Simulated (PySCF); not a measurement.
BFH2Se2, SMILES FB([SeH])[SeH].

The structure is a stationary point at B3LYP-D3(BJ)/def2-SVP. The structure was generated by enumeration, and PubChem lists no compound with its InChIKey, so it may never have been made. Other conformers were not sampled.

These are TDDFT-PBE/def2-SVPD (PySCF) values and carry that method's errors.

Vertical excitations.  State labels are in the subgroup Cs.

Task: Give excitation energies, oscillator strengths and character. (Estimate from the structure and the level; the computed values follow.)

Result: 
```json
[
 {"state": "S1", "symmetry": "A\"", "energy (eV)": "4.81", "λ (nm)": "258", "f": "0.000", "main pairs": "HOMO→LUMO+1 100 %"},
 {"state": "S2", "symmetry": "A'", "energy (eV)": "5.08", "λ (nm)": "244", "f": "0.204", "main pairs": "HOMO→LUMO 94 %"},
 {"state": "S3", "symmetry": "A\"", "energy (eV)": "5.36", "λ (nm)": "231", "f": "0.001", "main pairs": "HOMO→LUMO+2 97 %"},
 {"state": "S4", "symmetry": "A\"", "energy (eV)": "5.67", "λ (nm)": "219", "f": "0.003", "main pairs": "HOMO→LUMO+3 67 %, HOMO−1→LUMO+1 32 %"},
 {"state": "S5", "symmetry": "A\"", "energy (eV)": "5.75", "λ (nm)": "215", "f": "0.010", "main pairs": "HOMO−1→LUMO+1 65 %, HOMO→LUMO+3 32 %"},
 {"state": "S6", "symmetry": "A'", "energy (eV)": "6.10", "λ (nm)": "203", "f": "0.032", "main pairs": "HOMO−1→LUMO 91 %"},
 {"state": "S7", "symmetry": "A\"", "energy (eV)": "6.17", "λ (nm)": "201", "f": "0.000", "main pairs": "HOMO−2→LUMO 90 %"},
 {"state": "S8", "symmetry": "A\"", "energy (eV)": "6.30", "λ (nm)": "197", "f": "0.006", "main pairs": "HOMO−1→LUMO+2 92 %"},
 {"state": "S9", "symmetry": "A\"", "energy (eV)": "6.39", "λ (nm)": "194", "f": "0.029", "main pairs": "HOMO→LUMO+4 96 %"},
 {"state": "S10", "symmetry": "A'", "energy (eV)": "6.46", "λ (nm)": "192", "f": "0.002", "main pairs": "HOMO−2→LUMO+1 94 %"},
 {"state": "T1", "symmetry": "A'", "energy (eV)": "4.22", "λ (nm)": "294", "f": "0", "main pairs": "HOMO→LUMO 100 %"},
 {"state": "T2", "symmetry": "A\"", "energy (eV)": "4.56", "λ (nm)": "272", "f": "0", "main pairs": "HOMO→LUMO+1 99 %"},
 {"state": "T3", "symmetry": "A'", "energy (eV)": "4.88", "λ (nm)": "254", "f": "0", "main pairs": "HOMO−1→LUMO 99 %"},
 {"state": "T4", "symmetry": "A\"", "energy (eV)": "5.09", "λ (nm)": "244", "f": "0", "main pairs": "HOMO→LUMO+2 94 %"}
]
```
Triplets are in the Tamm–Dancoff approximation, which puts them higher than full response would, so one can lie above its singlet here.
